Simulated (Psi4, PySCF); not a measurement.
The PySCF input:
```python
from pyscf import gto, scf, dft

mol = gto.Mole()
mol.atom = '''
    N     0.84063889   -1.21868002   -0.43521389
    C    -0.07340802   -0.30783895   -0.02671367
    N    -1.31379611   -0.76552040    0.26302879
    S     0.30715846    1.28807913    0.11177703
    H     0.67514581   -2.20504393   -0.31991705
    H     1.79486212   -0.90665769   -0.49376199
    H    -1.60346404   -1.68788922   -0.01790421
    H    -2.02853056   -0.07323863    0.40872847
'''
mol.basis = '6-31g*'
mol.verbose = 3
mol.build()

mf = dft.RKS(mol)
mf.xc = 'pbe'
mf.grids.atom_grid = (99, 590)
mf.grids.prune = None
mf.kernel()
```

Question: Write the same job for Psi4.

Answer: This is not unique; one that fits is 
```
memory 2 GB

molecule {
0 1
N     0.84063889   -1.21868002   -0.43521389
C    -0.07340802   -0.30783895   -0.02671367
N    -1.31379611   -0.76552040    0.26302879
S     0.30715846    1.28807913    0.11177703
H     0.67514581   -2.20504393   -0.31991705
H     1.79486212   -0.90665769   -0.49376199
H    -1.60346404   -1.68788922   -0.01790421
H    -2.02853056   -0.07323863    0.40872847
}

set {
  basis 6-31g*
  scf_type pk
  puream true
  d_convergence 1e-8
  dft_radial_points 99
  dft_spherical_points 590
}

energy('pbe')
print_variables()
```

Both were run: PySCF gave -547.841642 Eh and Psi4 -547.841642 Eh, 0.000 mEh apart.
